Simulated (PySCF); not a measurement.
Working out the ionisation energy of In⁺

In⁺ [Kr] 4d10 5s2 (1S) → In²⁺ [Kr] 4d10 5s1 (2S). Calculation: PySCF 2.14, in aug-cc-pwCVTZ-DK3 with one added diffuse shell each of s, p, d, f type (11s10p8d5f1g, 125 functions); the spin-free X2C one-electron Hamiltonian (Gaussian nucleus). Frozen: [Ar] 3d10. Energies in hartree (1 hartree = 27.21139 eV):

```
             part   In⁺ (lower)  In²⁺ (upper)
              UHF  -5877.847526  -5877.222291
MP2 opposite-spin     -0.464174     -0.413840
    MP2 same-spin     -0.234676     -0.214582
```

Problem. What does Hartree-Fock give?

Solution. (-5877.222291) − (-5877.847526) = 0.625235 hartree = 17.014 eV.

Problem. What do MP2 and SCS-MP2 (6/5 opposite-spin, 1/3 same-spin) give?

Solution. The opposite-spin parts differ by 1.370 eV and the same-spin parts by 0.547 eV. MP2: 17.014 + (1.370) + (0.547) = 18.931 eV. SCS-MP2: 17.014 + 1.2 × (1.370) + (0.547)/3 = 18.840 eV.

Measured between the centres of the two terms (NIST): 18.870 eV, so MP2 (valence and next inner shell) is off by 0.061 eV.

What remains against the reference includes basis incompleteness, the frozen core and correlation beyond second order.
